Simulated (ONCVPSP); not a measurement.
**Configuration tests for Au (Z = 79) (ONCV)**

Au (Z = 79), optimised norm-conserving Vanderbilt (ONCV), made with ONCVPSP 4.0.1 (PBE, scalar-relativistic). Core [Kr] 4d10 4f14, reference 5s2 5p6 5d9 6s2. Waves: 5s+6s: rc 1.75 bohr, ncon 4, nbas 8, qcut 5.8 1/bohr, 2 projectors; 5p: rc 1.65 bohr, ncon 4, nbas 7, qcut 8.2 1/bohr, 2 projectors, debl 2.1 Ha; 5d: rc 1.65 bohr, ncon 3, nbas 7, qcut 11.6 1/bohr, 2 projectors, debl 3.8 Ha. Local part: polynomial inside 1.40 bohr (lpopt 5, dvloc0 3 Ha). Core correction: Teter function fitted to the true core (icmod 2), fcfact 0.7.

In the p channel the program set the typed energies aside and used -2.298, 0.250 Ha.

Energies are relative to the spin-unpolarised reference configuration 5s2 5p6 5d9 6s2; without spin polarisation the order of configurations can differ from experiment.

```json
{"valence configuration": "5s2 5p6 5d9 6s0", "charge": "+2", "ΔE all-electron (eV)": "28.924", "error AE − PS (meV)": "-26"}
{"valence configuration": "5s2 5p6 5d10 6s0 6p1", "charge": "0", "ΔE all-electron (eV)": "3.556", "error AE − PS (meV)": "-24"}
```

**Question.** What are ΔE and the potential's error for 5s2 5p6 5d10 6s0?

**Answer.** ΔE = 7.716 eV all-electron; the error (AE − PS) is -28 meV.

**Question.** What are ΔE and the potential's error for 5s2 5p6 5d10 6s1?

**Answer.** ΔE = -1.693 eV all-electron; the error (AE − PS) is -11 meV.

Levels in the configuration 5s2 5p6 5d10 6s0:

| level | all-electron (eV) | pseudo (eV) |
| --- | --- | --- |
| 5s | -116.878 | -117.089 |
| 5p | -68.344 | -68.395 |
| 5d | -15.328 | -15.323 |
